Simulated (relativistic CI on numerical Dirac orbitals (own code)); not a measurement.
**Mn6+ in a cubic cluster: 1s photoemission with charge transfer**

Computed with a charge-transfer multiplet model of a cubic metal-ligand cluster with up to 2 ligand holes, Slater and spin-orbit integrals from Dirac-Coulomb-Breit ions, Slater integrals scaled by 0.7. The ground state mixes d1 with configurations of k ligand holes L, whose averages lie at kΔ + k(k − 1)U_dd/2; a core hole lowers each added d electron by U_cd. 300 K, Lorentzian 1.1 eV and Gaussian 0.6 eV FWHM.

Atomic integrals in eV (Slater integrals scaled, ζ unscaled), ground: F2dd 9.285, F4dd 5.869, zeta_d 0.064; with the core hole: F2dd 9.285, F4dd 5.869, zeta_d 0.090, G2cd 0.068. Where a configuration has fewer than two d electrons, the dd integrals are those of d2.

Cluster parameters (eV): Δ = -1, U_dd = 6.6, U_cd = 7.5, 10Dq(ligand) = 0.7, V(eg) = 2.85, V(t2g) = -1.22, final-state hopping factor = 0.8.

| Case | n_d | d1 | d2L | d3L2 | S |
| --- | --- | --- | --- | --- | --- |
| 10Dq = 0.7 eV | 1.97 | 0.22 | 0.58 | 0.20 | 0.50 |
| 10Dq = 1 eV | 1.97 | 0.23 | 0.58 | 0.19 | 0.50 |
| 10Dq = 1.6 eV | 1.96 | 0.23 | 0.58 | 0.19 | 0.50 |
| 10Dq = 1.9 eV | 1.96 | 0.23 | 0.58 | 0.19 | 0.50 |
| 10Dq = 2.5 eV | 1.95 | 0.23 | 0.58 | 0.19 | 0.50 |

Weights, n_d and S are thermal averages at 300 K. Binding energies count from the first peak over 30 % of the highest in each spectrum, which can be another peak from case to case. The parameters are a model scan and need not match a compound or its usual spin state. Peaks in eV (height, largest 100):
- 10Dq = 0.7 eV: 0.0 (100), 11.6 (8)
- 10Dq = 1 eV: 0.0 (100), 11.6 (8), 13.0 (6)
- 10Dq = 1.6 eV: 0.0 (100), 11.4 (9)
- 10Dq = 1.9 eV: 0.0 (100), 11.3 (9)
- 10Dq = 2.5 eV: 0.0 (100), 11.3 (9)

For the case 10Dq = 1.6 eV, Δ = -1 eV is smaller than U_dd = 6.6 eV, the charge-transfer side of the Zaanen-Sawatzky-Allen scheme (negative Δ: between configuration averages a ligand hole costs less than the nominal valence; multiplet and field energies can change this for the lowest states). With the core hole the average of the configuration with one ligand hole lies at Δ − U_cd = -8.5 eV before mixing: it lies below the unscreened one, so the lowest final states are mostly screened and the unscreened weight appears at higher binding energy as a satellite.

With at most 2 ligand holes the space is cut while the next configuration still counts, so covalency is underestimated, and a final configuration with one more ligand hole, which can lie low, is missing from the spectra.
